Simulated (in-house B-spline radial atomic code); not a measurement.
Stripping gallium of all its electrons. The total binding energy is the sum of the 31 successive ionisation energies. Configuration: [Ar] 3d10 4s2 (4p1/2)1. All numbers are computed (Dirac-Hartree-Fock, average of the jj configuration; Fermi nucleus of rms radius 3.9973 fm) with an all-electron radial atomic-structure program (B-spline basis), not measured.

Dirac-Coulomb total energy: -1942.5662 hartree. First-order corrections (hartree): Breit 0.849, self-energy 0.6281, vacuum polarisation -0.05839, recoil 0.0115.

What total binding energy follows, and how does it compare with the sum of NIST's ionisation energies?

52821 eV from the corrected total, against 52861 ± 21 eV from NIST's table (measured, semi-empirical and theoretical entries, uncertainties added in quadrature). The difference, +40 eV, is within about twice the table's uncertainty, so it can't show the correlation energy.

What share of the binding belongs to the last two electrons?

49 % by NIST's values (25936.1 eV).
